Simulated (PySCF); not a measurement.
Computed with PySCF with PBE-D3(BJ)/def2-TZVP // TPSS-D3(BJ)/def2-SVP. Gas-phase values, no solvent. 

Reference species: [Mo(Cl)(F)5] (neutral, multiplicity 1).

```
Item              Value
-------------  --------
HOMO           -9.13 eV
HOMO–LUMO gap   2.77 eV
```

Changed species: [Mo(F)6] (6 of 6 Cl replaced by F; the reference has 5 of 6 Cl replaced by F).

Problem. What does the change do to the HOMO and HOMO–LUMO gap?

Solution. the HOMO falls by 1.55 eV, to -10.68 eV; the HOMO–LUMO gap increases by 1.60 eV, to 4.37 eV.
